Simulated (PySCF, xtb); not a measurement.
In(Cl)2(vinyl) (C2H3Cl2In), SMILES [Cl][In]([CH]=C)[Cl]. Other conformers were not sampled.

Harmonic wavenumbers (cm⁻¹) from GFN2-xTB in xtb at its own minimum, in rising order: 47, 55, 84, 94, 225, 281, 305, 421, 428, 893, 931, 989, 1142, 1366, 1643, 3010, 3023, 3046.

### Question
What does B3LYP-D3(BJ)/def2-SVP in PySCF give at its own minimum? (Estimate from the structure and the level; the computed values follow.)

### Answer
59, 59, 97, 127, 266, 348, 372, 461, 518, 986, 997, 1024, 1231, 1409, 1643, 3106, 3165, 3201. Paired by order, the mean absolute difference is 60 cm⁻¹ and the zero-point energies are 25.7 and 27.3 kcal/mol.
